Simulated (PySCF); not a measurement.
A GIAO shielding run with PySCF 2.14 (density fitting, non-relativistic, gas phase) on SMILES [C@](CC#CC)(C)([SiH3])Cl, C6H11ClSi:

```
$ OMP_NUM_THREADS=1 python probes_run.py task.json out

{"job": {"kind": "nmr", "xc": "PBE0", "basis": "pcSseg-1"}, "charge": 0, "multiplicity": 1}
C      3.149306     0.554382    -0.986894
C      2.038125     0.220798    -0.122023
C      1.118557    -0.050637     0.597195
C      0.006439    -0.410355     1.455753
C     -1.310613    -0.391893     0.680462
C     -1.310069    -1.438066    -0.417135
Si    -1.811585     1.356907     0.070063
Cl    -2.619195    -0.831137     1.859496
H      4.090022     0.415664    -0.454812
H      3.075686     1.592934    -1.308629
H      3.144236    -0.089866    -1.866116
H      0.183892    -1.410256     1.867937
H     -0.045227     0.294366     2.290789
H     -0.515049    -1.207220    -1.123966
H     -2.259412    -1.445256    -0.947766
H     -1.134192    -2.434626    -0.012038
H     -0.846820     1.806348    -0.932871
H     -1.814504     2.235961     1.236695
H     -3.149403     1.241202    -0.505333
```

Hardware: 1 thread of an Arm Neoverse N1, shared host. The job also computes population analyses, field gradients.

Problem. How large is the calculation?

Solution. 78 electrons, 205 basis functions and 1106 auxiliary functions.

Problem. How long does it take, and how much memory does it need?

Solution. 89 s of wall time, with 13 SCF cycles and 5 response iterations; peak memory 0.93 GiB. Times on a shared host scatter by some tens of per cent.
